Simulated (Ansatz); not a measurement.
`COB(C)O[SiH3]`, relaxed with RKS PBE0-D4/def2-TZVP in Ansatz from a GFN2-xTB geometry. The force threshold is 0.005 eV/Å; the program also tests the step.

The species carries charge 0 and has multiplicity 1.

Start:

```xyz
15

C     1.023    0.624    2.082
O     0.882   -0.533    1.289
B     0.216   -0.569    0.119
C     0.139   -1.968   -0.643
O    -0.368    0.539   -0.378
Si   -1.189    1.343   -1.500
H     0.483    1.471    1.652
H     0.632    0.409    3.079
H     2.085    0.868    2.157
H    -0.857   -2.395   -0.550
H     0.337   -1.851   -1.704
H     0.843   -2.685   -0.236
H    -2.269    1.999   -0.763
H    -0.234    2.294   -2.069
H    -1.722    0.454   -2.534
```

Problem. How much energy does the relaxation release, and in how many steps? (An estimate is asked.)

Solution. Computed: 2.87 kcal/mol, in 44 steps, 4 of them rejected.

Problem. Which bonds change most? (An estimate is asked.)

Solution. The calculation gave: O5–Si6 from 1.606 to 1.644 Å; B3–O5 from 1.347 to 1.374 Å; B3–C4 from 1.595 to 1.571 Å; Si6–H14 from 1.463 to 1.486 Å.

Problem. Give the relaxed structure. (An estimate is asked.)

Solution. Ansatz gave: 
```xyz
15

C     0.983    0.517    2.257
O     0.931   -0.544    1.326
B     0.270   -0.458    0.146
C     0.279   -1.698   -0.818
O    -0.388    0.707   -0.169
Si   -1.276    1.168   -1.473
H     0.312    1.333    1.983
H     0.703    0.130    3.238
H     2.006    0.896    2.311
H    -0.740   -2.046   -1.019
H     0.709   -1.435   -1.791
H     0.849   -2.532   -0.409
H    -1.724    2.559   -1.228
H    -0.454    1.118   -2.711
H    -2.459    0.284   -1.642
```
